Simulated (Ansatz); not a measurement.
Reaction (ligand exchange at a Zn–O bond): `[NH2][Zn][O][SiH3]` + HBr → `[NH2][Zn][Br]` + `O[SiH3]`

Computed with Ansatz on PBE0-D4/def2-TZVP structures; ΔE is electronic, products minus reactants. CCSD(T)/CBS is the MP2 limit (def2-TZVPP, def2-QZVPP) plus CCSD(T) − MP2 in def2-TZVPP, frozen cores. DFT in def2-TZVPP. HSE06 is defined as in plane-wave codes. For Br, Zn outer-core shells are correlated without core-valence functions, which leaves a few kJ/mol of doubt a bond. Scalar relativity is left out up to krypton. Each species was taken in one conformer, which may not be the lowest.

`[NH2][Zn][O][SiH3]`:

Cartesian coordinates in Å:
```
N -0.018 0.581 -2.829
Zn -0.263 0.307 -1.059
O -0.690 0.112 0.639
Si -0.108 -0.378 2.070
H 0.704 1.247 -3.071
H 0.137 -0.252 -3.381
H 0.517 -1.732 1.980
H 0.935 0.556 2.588
H -1.213 -0.441 3.064
```

HBr:

Cartesian coordinates in Å:
```
Br 0.660 0.251 -0.077
H -0.660 -0.251 0.077
```

`[NH2][Zn][Br]`:

Cartesian coordinates in Å:
```
N -0.284 -0.829 -0.488
Zn 0.140 0.787 0.224
Br 0.583 2.848 0.954
H 0.498 -1.419 -0.736
H -0.936 -1.387 0.046
```

`O[SiH3]`:

```xyz
6

O     0.248    1.233   -0.247
Si    0.091   -0.383    0.034
H    -0.526    1.784   -0.131
H    -0.323   -0.659    1.437
H     1.426   -0.971   -0.222
H    -0.916   -1.003   -0.870
```

| level | ΔE (kJ/mol) |
| --- | --- |
| HSE06-D4 | -93.7 |
| SCS-MP2/def2-QZVPP | -82.0 |

(1) What does CCSD(T)/CBS give? (Best estimate.)

Largest T1 diagnostic among the species: 0.015.

## Answers

(1) Computed: -87.9 kJ/mol. The listed levels differ from it by -5.8, 5.9 kJ/mol.

From r2SCAN to r2SCAN0 (25 % exact exchange), in def2-TZVPP and without D4, ΔE moves by −7.2 kJ/mol. In def2-TZVPP, CCSD(T) changes the Hartree–Fock value by +26.4 kJ/mol (the triples alone add +2.6 kJ/mol) and MP2 by +26.2 kJ/mol. Leaving LDA and LC-ωPBE aside and taking each functional with its dispersion term where it has one, the values, not all of them listed here, spread over 15.9 kJ/mol, from r2SCAN0-D4 to BLYP-D4. LDA lies +4.9 kJ/mol from PBE without D4.
